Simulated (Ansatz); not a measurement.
Gas-phase electronic energies from Ansatz, PBE0-D4/def2-TZVP geometries. CCSD(T)/CBS is the MP2 limit (def2-TZVPP, def2-QZVPP) plus CCSD(T) − MP2 in def2-TZVPP, frozen cores. This one scheme is used for every species. DFT in def2-TZVPP. For Ge outer-core shells are correlated without core-valence functions, which leaves a few kJ/mol of doubt a bond. Scalar relativity is left out up to krypton. Each species was taken in one conformer, which may not be the lowest.

`FCS` + `C=[CH][GeH3]` → `C=[CH][GeH2][CH2]F` + H₂S  (formal exchange of groups at a C–S bond)

`FCS`:

```xyz
6

F     0.217    1.513   -0.005
C     0.384    0.166   -0.223
S    -1.157   -0.742   -0.211
H     1.066   -0.218    0.535
H     0.813    0.027   -1.218
H    -1.323   -0.746    1.122
```

`C=[CH][GeH3]`:

```xyz
9

C    -1.465   -0.559    0.165
C    -0.522    0.331    0.450
Ge    1.261    0.260   -0.305
H    -1.289   -1.388   -0.515
H    -2.460   -0.501    0.600
H    -0.756    1.140    1.138
H     1.562    1.540   -1.104
H     1.351   -0.960   -1.237
H     2.316    0.136    0.808
```

`C=[CH][GeH2][CH2]F`:

```xyz
12

C    -0.312    2.219    0.458
C    -0.009    0.985    0.843
Ge   -0.692   -0.597   -0.039
C     0.811   -1.653   -0.772
F     1.664   -2.030    0.259
H     0.092    3.094    0.961
H    -0.980    2.415   -0.377
H     0.665    0.847    1.686
H    -1.470   -1.490    0.944
H    -1.607   -0.168   -1.203
H     0.455   -2.559   -1.270
H     1.385   -1.061   -1.490
```

H₂S:

```xyz
3

S    -0.342    0.361   -0.369
H    -0.233   -0.966   -0.209
H     0.576    0.605    0.578
```

```json
{"level": "r2SCAN-D4", "ΔE (kJ/mol)": "-10.6"}
{"level": "ωB97X-V", "ΔE (kJ/mol)": "-12.5"}
```

Problem. What does CCSD(T)/CBS give? (An estimate is asked.)

Solution. Ansatz gave: -16.1 kJ/mol. The listed levels differ from it by 5.5, 3.6 kJ/mol.

Largest T1 diagnostic among the species: 0.012.

In def2-TZVPP, CCSD(T) changes the Hartree–Fock value by −6.6 kJ/mol (the triples alone add +0.7 kJ/mol) and MP2 by −6.3 kJ/mol.
